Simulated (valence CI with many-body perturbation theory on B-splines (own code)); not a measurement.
## S XI: fill in the table

Method: valence CI with perturbative core correlation (CI+MBPT): four valence electrons over a frozen Dirac-Fock core [He], radial functions for each j: 11 s, 11 p, 9 d, 7 f, 5 g, 2 h, 1 i, with the one-electron correlation potential Σ1, the two-electron term Σ2, the three-electron term Σ3, Breit, model QED; selected CI, second order for the rest, scaled by the run's own slope (own B-spline code, finite nucleus).

No measured spectrum was set against this ion. As an estimate, levels of excited configurations hold to 0.05 to 0.15 % of their energy, terms of the ground configuration to about 0.5 %. Among the levels kept, up to 250 cm⁻¹ of a level comes from second order outside the variational space, and about a tenth of that is noise between levels of different J, which matters for small intervals.

```
      Level   E (eV)
2s²2p² ³P_0    0.000
2s²2p² ³P_1    0.645
2s²2p² ³P_2    1.535
2s²2p² ¹D_2    8.339
2s²2p² ¹S_0        ?
2s2p³ ⁵S°_2        ?
2s2p³ ³D°_2   44.026
2s2p³ ³D°_3   44.060
2s2p³ ³D°_1   44.063
2s2p³ ³P°_0   51.710
2s2p³ ³P°_1   51.716
2s2p³ ³P°_2   51.769
2s2p³ ¹D°_2   65.770
2s2p³ ³S°_1        ?
2s2p³ ¹P°_1        ?
   2p⁴ ³P_2        ?
   2p⁴ ³P_1  101.752
   2p⁴ ³P_0        ?
   2p⁴ ¹D_2  107.701
   2p⁴ ¹S_0  122.392
```

The levels stand in rising order. What does the calculation give for the missing energies?

2s²2p² ¹S_0 16.508; 2s2p³ ⁵S°_2 23.071; 2s2p³ ³S°_1 66.395; 2s2p³ ¹P°_1 73.505; 2p⁴ ³P_2 100.659; 2p⁴ ³P_0 102.140.
